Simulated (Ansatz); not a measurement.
Ligand exchange: InH3 + Sn(CH3)3I → InH2I + SnH(CH3)3

Species: InH3 `[InH3]`, singlet; Sn(CH3)3I (iodotrimethylstannane), singlet; InH2I `[InH2][I]`, singlet; SnH(CH3)3, singlet. The partners trade H for I: In–H and Sn–I bonds give way to In–I and Sn–H.

Shapes, held fixed at every level: PBE0-D4/def2-TZVP. Programs: Ansatz 0.2.0. The zero-point and thermal change to 298 K, harmonic and unscaled (PBE0-D4/def2-TZVP), is +1.8 kJ/mol.

```tsv
level	kind	ΔH(298 K) (kJ/mol)	less CCSD(T)/def2-TZVPP
HF/def2-SVP	Hartree–Fock	-30.6	-6.4
PBE-D4/def2-TZVPP	GGA	-21.1	+3.1
BHLYP-D4/def2-TZVPP	global hybrid	-20.8	+3.4
PBE0-D4/def2-TZVPP	global hybrid	-21.5	+2.7
MP2/def2-SVP	perturbation theory	-26.3	-2.1
CCSD(T)/def2-SVP	coupled cluster or CI	-28.8	-4.6
CCSD/def2-TZVPP	coupled cluster or CI	-25.4	-1.2
CCSD(T)/def2-TZVPP	coupled cluster or CI	-24.2	0.0
```

The highest level, CCSD(T)/def2-TZVPP, gives ΔH(298 K) = -24.2 kJ/mol; the levels span -30.6 to -20.8. The column of differences is taken from that level and isn't an error. No measured value is set beside it here. For atoms past krypton def2 sets carry core potentials with scalar relativity. Outer-core shells of I, In, Sn are correlated in most correlated rows, in sets that cover them unevenly.
